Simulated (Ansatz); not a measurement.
Q: Name a neutral molecule of C, F, N, Ta and H with size of the dipole moment (PBE/def2-TZVPP) between 1.00 and 1.30 D and HOMO energy (ωB97M-V/def2-TZVPP) between -10.15 and -9.85 eV (Ansatz, PBE0-D4/def2-TZVP geometry).

A: `C[N]=[Ta]([F])([F])[F]` (1.17 D, -10.09 eV). Other molecules can fit too; these were computed, each in one conformer that needn't be the lowest.
